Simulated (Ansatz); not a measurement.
Ansatz (a program for electronic structure) input file for C3H13NSi2, SMILES CNC(C)([SiH3])[SiH3], CAM-B3LYP/def2-SVPD. Geometry: r2SCAN-D4/def2-SVP. This is a generated structure with no PubChem entry under its InChIKey; it may be hypothetical. One conformer was computed; it need not be the lowest.

Ansatz 0.2 input:
```yaml
crystal:
  periodic: [false, false, false]
  atoms:
    - {symbol: C, position_ang: [1.92154519, 1.23560606, -0.80587550]}
    - {symbol: N, position_ang: [1.14757015, 0.00740926, -0.82992185]}
    - {symbol: C, position_ang: [0.12344367, -0.16459381, 0.21188032]}
    - {symbol: C, position_ang: [0.68335509, -0.37133003, 1.63744793]}
    - {symbol: Si, position_ang: [-1.10890307, 1.29693500, 0.21188604]}
    - {symbol: Si, position_ang: [-0.85182508, -1.69668232, -0.37514558]}
    - {symbol: H, position_ang: [2.42396501, 1.46100769, 0.15959315]}
    - {symbol: H, position_ang: [2.69812821, 1.18800631, -1.58467690]}
    - {symbol: H, position_ang: [1.27793673, 2.09773487, -1.05166053]}
    - {symbol: H, position_ang: [1.77824885, -0.79625405, -0.81762233]}
    - {symbol: H, position_ang: [1.29105183, 0.48925854, 1.96587907]}
    - {symbol: H, position_ang: [1.32692627, -1.26920953, 1.68248819]}
    - {symbol: H, position_ang: [-0.11966850, -0.50597305, 2.38144941]}
    - {symbol: H, position_ang: [-1.50483894, 1.66697529, -1.17894923]}
    - {symbol: H, position_ang: [-2.32457663, 0.88268649, 0.97868850]}
    - {symbol: H, position_ang: [-0.52954326, 2.49697133, 0.89456434]}
    - {symbol: H, position_ang: [-1.78754509, -2.18940209, 0.68382578]}
    - {symbol: H, position_ang: [-1.62690269, -1.39714908, -1.61420434]}
    - {symbol: H, position_ang: [0.14395725, -2.77814849, -0.66500485]}
basis:
  gaussian:
    orbitals: def2-SVPD
hamiltonian:
  xc: {name: CAM-B3LYP}
```

Log of the run:

```
WARN ansatz: RAYON_NUM_THREADS=2 ignored (pool sized by the plan → 2); use --threads N
Functional definition: CAM-B3LYP
integrals: 0.28 GiB planned
1988 factors; their error is unknown
integrals: 0.30 GiB planned
884 factors; integrals over basis functions are off by at most 2.9e-6 eV
mean field: 2.59 GiB planned
mean field evaluation 1: about -20551.4287 eV, gradient 4.8e1 eV
mean field evaluation 2: about -20550.5816 eV, gradient 5.2e1 eV
mean field evaluation 4: about -20556.9790 eV, gradient 2.4e0 eV
mean field evaluation 8: about -20556.9876 eV, gradient 1.1e-1 eV
mean field evaluation 16: about -20557.0347 eV, gradient 1.3e-4 eV
mean field -20557.03474745 eV, -755.4570929102 hartree, gradient 3.8e-5 eV, S^2 0.000000; 0 other end points of the search recorded, 0 dependent functions left out
reference -20557.03491287 eV, -755.4570989891 hartree; 33, 33 occupied and 199, 199 virtual orbitals, 1988 factors
Total energy: -20557.03491287 eV, -755.4570989891 hartree
```

The run converged.

Cost: around 22 core-seconds (rough).
